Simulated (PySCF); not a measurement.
Energy of Cd²⁺ (cadmium, charge +2) between two integer charges

The 4d beta orbital of [Kr] 4d10 is emptied in steps (occupation f), with all orbitals relaxed, ending at [Kr] 4d9. Computed with PySCF 2.14 in x2c-TZVPall, with scalar relativity by spin-free X2C-1e. The exact energy is a straight line in f; departures are measured from the line between the end points of the same method.

**Question.** Among UHF, LDA, PBE, PBE0, r2SCAN, LC-wPBE, BHandHLYP, wB97X, HSE06, TPSS, which shows the largest delocalisation error (convex curve), and which is closest to linear?

**Answer.** Most convex: LDA (-1.908 eV at f = 0.5); closest to linear: UHF (0.498 eV).

```tsv
f	UHF (eV)	LDA (eV)	PBE (eV)	PBE0 (eV)	r2SCAN (eV)	LC-wPBE (eV)	BHandHLYP (eV)	wB97X (eV)	HSE06 (eV)	TPSS (eV)
1	0.000	0.000	0.000	0.000	0.000	0.000	0.000	0.000	0.000	0.000
0.9	0.188	-0.680	-0.664	-0.456	-0.625	-0.204	-0.245	-0.226	-0.493	-0.650
0.7	0.428	-1.595	-1.557	-1.068	-1.460	-0.478	-0.577	-0.531	-1.152	-1.522
0.5	0.498	-1.908	-1.861	-1.275	-1.738	-0.574	-0.692	-0.637	-1.377	-1.819
0.3	0.409	-1.611	-1.569	-1.075	-1.460	-0.485	-0.586	-0.538	-1.160	-1.533
0.1	0.172	-0.694	-0.675	-0.462	-0.625	-0.209	-0.253	-0.232	-0.498	-0.659
0	0.000	0.000	0.000	0.000	0.000	0.000	0.000	0.000	0.000	0.000
```

```
   method  E(f=0) − E(f=1) (eV)  −ε at f=1 (eV)  −ε at f=0.5 (eV)
      UHF                35.941          38.052            35.886
      LDA                38.223          30.690            38.175
      PBE                37.790          30.425            37.755
     PBE0                37.656          32.601            37.635
   r2SCAN                37.666          30.728            37.665
  LC-wPBE                37.605          35.351            37.584
BHandHLYP                37.409          34.696            37.383
    wB97X                37.530          35.036            37.508
    HSE06                37.642          32.178            37.621
     TPSS                37.554          30.349            37.523
```

Reference removal energy between the ground levels: 37.468 ± 0.006 eV (measured; NIST Atomic Spectra Database, ionization energies). The calculation has no spin-orbit coupling. UHF lacks correlation.
